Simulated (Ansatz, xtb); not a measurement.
Two isomers of C3H5BN2S

We compare I, `Bc1cn(S)cn1`, a singlet, with II, `Bc1cncn1S`, a singlet. Both are isolated molecules in the gas phase, relaxed with r2SCAN-D4/def2-SVP; the shapes shown needn't be the lowest conformers.

I (Å):

```xyz
12

C    -0.0436   -1.4198    0.9883
C    -1.2504   -1.1913    0.3308
C    -0.0069    0.6443    0.3289
B     0.4039   -2.7273    1.6367
N    -1.2233    0.1112   -0.0918
N     0.7074   -0.2340    0.9616
S    -2.4826    0.9576   -0.9080
H     1.4767   -2.8084    2.1809
H    -0.3356   -3.6842    1.5958
H    -2.1068   -1.8345    0.1339
H    -2.0666    0.6823   -2.1704
H     0.2458    1.6850    0.1148
```

II (Å):

| atom | x (Å) | y (Å) | z (Å) |
| --- | --- | --- | --- |
| C | -0.5885 | -1.2092 | 0.8412 |
| C | -1.5704 | -0.5748 | 1.6125 |
| C | -1.5446 | 0.5265 | -0.2042 |
| B | 0.2992 | -2.3894 | 1.1756 |
| N | -2.1467 | 0.4738 | 0.9710 |
| N | -0.6014 | -0.4447 | -0.3448 |
| S | 0.3050 | -0.7217 | -1.7807 |
| H | 0.1571 | -2.9117 | 2.2545 |
| H | 1.1302 | -2.8014 | 0.4041 |
| H | -1.8682 | -0.8584 | 2.6242 |
| H | -1.7466 | 1.2439 | -1.0022 |
| H | 1.4529 | -0.1335 | -1.3595 |

**Question.** Estimate which is lower in electronic energy at CCSD(T)/def2-SVP + ΔMP2/def2-TZVPP, and by roughly how much.

**Answer.** The CCSD(T)/def2-SVP + ΔMP2/def2-TZVPP calculation puts structure II lower, by 0.170 eV.

The same difference at several levels:

| level | geometry | E(II) − E(I) (eV) | departure from the last row (eV) | job, with rough time for the two |
| --- | --- | --- | --- | --- |
| GFN2-xTB | GFN2-xTB | −0.178 | −0.008 | optimisation, 0.26 s |
| HF/STO-3G | GFN2-xTB | −0.092 | +0.077 | single point, 0.5 s |
| r2SCAN-D4/def2-SVP//GFN2-xTB | GFN2-xTB | −0.210 | −0.040 | single point, 3.7 s |
| r2SCAN-D4/def2-SVP | r2SCAN-D4/def2-SVP | −0.212 | −0.042 | optimisation, 41 s |
| HF/def2-SVP | r2SCAN-D4/def2-SVP | −0.139 | +0.030 | part of the CCSD(T) run |
| MP2/def2-SVP | r2SCAN-D4/def2-SVP | −0.177 | −0.007 | part of the CCSD(T) run |
| CCSD(T)/def2-SVP | r2SCAN-D4/def2-SVP | −0.176 | −0.007 | single point |
| CCSD(T)/def2-SVP + ΔMP2/def2-TZVPP | r2SCAN-D4/def2-SVP | −0.170 |  | single point, 50 s |

As drawn, both hold the same kinds of bond in the same numbers.

None of the levels shown reverses the order. The largest departure from CCSD(T)/def2-SVP + ΔMP2/def2-TZVPP is that of HF/STO-3G, 0.077 eV. The last row adds to CCSD(T) the change of the MP2 difference between the two basis sets, here +0.007 eV.

With thermal terms from frequencies at re-optimised GFN2-xTB minima (ideal gas, soft modes damped towards free rotors, one conformer each, 298.15 K, 1 atm): on the last row, ΔE + ΔZPE = −0.156, ΔH = −0.160, ΔG = −0.152 eV.

The correlated steps freeze 11 core orbitals. Run with Ansatz 0.2.0, xtb 6.7.1; the last row on 2 threads of Intel(R) Xeon(R) Platinum 8488C (Sapphire Rapids) on a shared host.
